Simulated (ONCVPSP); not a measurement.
Tc, ONCV: configuration errors across variants

```json
{
  "Element": "technetium (Tc)",
  "Generator": "ONCVPSP 4.0.1",
  "Type": "optimised norm-conserving Vanderbilt (ONCV)",
  "Functional": "PBE",
  "Relativity": "scalar-relativistic",
  "Frozen core": "[Ar] 3d10",
  "Valence charge": "15",
  "Reference configuration": "4s2 4p6 4d5 5s1 (charge +1)",
  "Partial waves": "4s+5s: rc 1.75 bohr, ncon 3, nbas 7, qcut 7.2 1/bohr, 2 projectors; 4p: rc 1.65 bohr, ncon 5, nbas 10, qcut 10.2 1/bohr, 1 projector; 4d: rc 1.50 bohr, ncon 4, nbas 9, qcut 7 1/bohr, 1 projector",
  "Local potential": "polynomial inside 1.15 bohr (lpopt 5, dvloc0 0 Ha)",
  "Core correction": "polynomial model core, fcfact 0.5"
}
```

All-electron excitation energies from the reference (eV): (1) 4s2 4p6 4d5 5s2 -8.154; (2) 4s2 4p6 4d5 5s0 14.852; (3) 4s2 4p6 4d4 5s0 43.557; (4) 4s2 4p6 4d5.5 5s1.5 -8.788.

Errors AE − PS in meV (a dash: test not solved or not reliable):

| change | (1) | (2) | (3) | (4) | bound ghosts | GHOST(+) flags above zero |
| --- | --- | --- | --- | --- | --- | --- |
| base | +0.5 | -4.1 | -0.3 | +0.6 | none | s |
| d: qcut 4.7 | +0.4 | -4.3 | -1.1 | +0.4 | none | s |
| d: nproj 0; local potential the d channel | +0.5 | -4.1 | -3.6 | +0.3 | none | none |
| all radii but the core radius scaled by about 0.79 (s 1.38, p 1.30, d 1.18 bohr); local potential polynomial inside 0.90 bohr (lpopt 5, dvloc0 0 Ha) | +0.9 | -3.0 | +1.7 | +0.4 | none | s |

Problem. Give the same row for: d: rc 1.1; local potential polynomial inside 1.10 bohr (lpopt 5, dvloc0 0 Ha).

Solution. +0.6, -3.9, +1.8, +0.2; bound ghosts: none; GHOST(+) flags above zero: s.
